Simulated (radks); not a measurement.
Values are calculated unless marked as measured or tabulated.
Ionisation of the gold ion Au+, [Xe] 4f14 5d10, to Au2+, [Xe] 4f14 5d9, under several functionals. Dirac Kohn-Sham, spin-unpolarised, spherical densities, finite nucleus; open shells are shared between the two j in proportion to 2j + 1; a radial shooting solver on a logarithmic mesh with Libxc functionals.

| functional | E(Au+) (hartree) | Exc (hartree) | IE (eV) | -e(HOMO) (eV) | <r> HOMO (bohr) | IE error (eV) |
|---|---|---|---|---|---|---|
| LDA (Slater exchange, Perdew-Wang correlation) | -19032.8945 | -354.5752 | 21.523 | 15.018 | 1.607 | +1.320 |
| B86b exchange with PBE correlation | -19044.8134 | -366.6099 | 21.250 | 14.752 | 1.605 | +1.047 |
| PW91 | -19045.2581 | -367.0609 | 21.307 | 14.807 | 1.606 | +1.104 |
| RPBE | -19043.9939 | -365.7876 | 21.142 | 14.643 | 1.605 | +0.939 |
| exchange-only PBE | -19038.6754 | -360.3868 | 20.147 | 13.723 | 1.622 | -0.056 |

NIST Atomic Spectra Database: 20.20 eV (measured). Closest: exchange-only PBE. The Delta-SCF values span 1.38 eV, the total energies 12.36 hartree. The highest occupied level is 5d5/2. Spin polarisation and multiplet splitting are left out, so open shells lie too high by an amount that depends on their filling. Sharing an open shell by 2j + 1 raises it above the true ground level by a part of the spin-orbit splitting, which enters the differences from NIST.

Beside tabulated values, note that spin-unpolarised runs miss the spin-polarisation part of the exchange energy of open shells.
